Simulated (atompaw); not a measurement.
**Logarithmic derivatives: Ca (Z = 20), PAW (atompaw)**

| Item | Value |
| --- | --- |
| Element | Ca (Z = 20) |
| Generator | atompaw 4.2.0.5 |
| Type | PAW |
| Functional | LDA (PW92) |
| Relativity | scalar-relativistic |
| Frozen core | [Ne] |
| Valence charge | 10 |
| Reference configuration | 3s2 3p6 3d0 4s1.5 4p0.5 |
| Partial waves | 3s (bound): rc 1.35 bohr; 4s (bound): rc 1.90 bohr; 3p (bound): rc 1.55 bohr; 4p (bound): rc 2.70 bohr; 3d (bound, empty): rc 2.65 bohr; 3d channel at 0.85 Ry: rc 2.70 bohr |
| Local potential | ultrasoft scheme with l = 3 at 1 Ry, radius 2.40 bohr |
| Core correction | smooth core density matched at 2.60 bohr |
| Augmentation charge | sinc compensation charge, radius 2.15 bohr; PAW radius 2.70 bohr; waves and projectors: modrrkj vanderbiltortho |

The phase is arctan(r·u′/u) with u = r·R(r), unwrapped; energies in Ry, scanned from -5 to 5 Ry. A pole is an energy at which the radial function vanishes at the test radius. The pseudo phase is shifted by a multiple of π to meet the all-electron one at the reference energy, and phase errors are pseudo minus all-electron; the curves can meet again beyond the range given. Levels narrower than the energy grid can be missing from the lists of poles.

Q: For each channel, where are the poles, and over which energies does the pseudopotential scatter like the atom?

A:

```json
{"channel": "s", "radius (bohr)": "2.72", "reference energy (Ry)": "-0.31", "poles, all-electron": "-3.44, 2.58", "poles, pseudo": "-3.44, 2.52", "unbroken range about the reference energy with phases within 0.05 rad": "below 4.5", "phase error 1 Ry above the reference energy (rad)": "-0.003"}
{"channel": "p", "radius (bohr)": "2.72", "reference energy (Ry)": "-0.13", "poles, all-electron": "-2.00, 3.41", "poles, pseudo": "-2.00, 3.35", "unbroken range about the reference energy with phases within 0.05 rad": "the whole range", "phase error 1 Ry above the reference energy (rad)": "-0.004"}
{"channel": "d", "radius (bohr)": "2.72", "reference energy (Ry)": "-0.20", "poles, all-electron": "0.22, 4.55", "poles, pseudo": "0.10", "unbroken range about the reference energy with phases within 0.05 rad": "-0.2 to -0.2", "phase error 1 Ry above the reference energy (rad)": "-0.147"}
```

Phases in the s channel:

| E (Ry) | all-electron | pseudo |
| --- | --- | --- |
| -5.00 | 1.381 | 1.381 |
| -4.52 | 1.364 | 1.363 |
| -4.04 | 1.331 | 1.331 |
| -3.56 | 0.594 | 0.594 |
| -3.08 | -1.759 | -1.759 |
| -2.60 | -1.808 | -1.808 |
| -2.12 | -1.851 | -1.852 |
| -1.64 | -1.909 | -1.909 |
| -1.16 | -2.000 | -2.000 |
| -0.68 | -2.178 | -2.178 |
| -0.20 | -2.643 | -2.643 |
| 0.28 | -3.675 | -3.677 |
| 0.76 | -4.278 | -4.280 |
| 1.24 | -4.498 | -4.501 |
| 1.72 | -4.606 | -4.610 |
| 2.20 | -4.673 | -4.677 |
| 2.68 | -4.721 | -4.728 |
| 3.16 | -4.762 | -4.772 |
| 3.64 | -4.802 | -4.818 |
| 4.12 | -4.845 | -4.873 |
| 4.60 | -4.900 | -4.954 |
